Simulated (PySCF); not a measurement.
# CSe: energy against distance

Set-up: PySCF, no relativity, basis sets C 6-31G(d,p), Se 6-31G(d,p). Energies in eV from C + Se in their ground configurations at the same level. State: ¹Σ⁺ (singlet), closed shell.

All columns are PBE0. A positive dipole means C(−)Se(+).

| R (Å) | E (eV) | μ (D) | Mulliken charge on C (basis-dependent) | HOMO (eV) | LUMO (eV) | Mayer bond order | ⟨S²⟩ |
| --- | --- | --- | --- | --- | --- | --- | --- |
| 1.446 | -4.189 | 2.57 | -0.07 | -7.66 | -1.32 | 2.79 | 0.00 |
| 1.514 | -5.190 | 2.35 | -0.06 | -7.91 | -1.60 | 2.72 | 0.00 |
| 1.581 | -5.743 | 2.12 | -0.05 | -8.13 | -1.88 | 2.66 | 0.00 |
| 1.631 | -5.938 | 1.94 | -0.04 | -8.28 | -2.08 | 2.62 | 0.00 |
| 1.682 | -5.990 | 1.76 | -0.03 | -8.42 | -2.29 | 2.59 | 0.00 |
| 1.732 | -5.931 | 1.57 | -0.03 | -8.54 | -2.49 | 2.57 | 0.00 |
| 1.800 | -5.722 | 1.32 | -0.02 | -8.66 | -2.75 | 2.54 | 0.00 |
| 1.884 | -5.316 | 1.02 | 0.00 | -8.55 | -3.05 | 2.51 | 0.00 |
| 1.985 | -4.700 | 0.66 | 0.01 | -8.30 | -3.39 | 2.49 | 0.00 |
| 2.119 | -3.779 | 0.21 | 0.04 | -8.01 | -3.78 | 2.47 | 0.00 |

A fit through these points gives, at Re = 1.678 Å, μ = 1.77 D and dμ/dR = -3.67 D/Å; the reduced mass is 10.43 u.

How strong is the fundamental in the double-harmonic approximation, I = 42.26·(dμ/dR)²/μred km/mol?

I = 42.26·(-3.67)²/10.43 = 54.6 km/mol at PBE0.
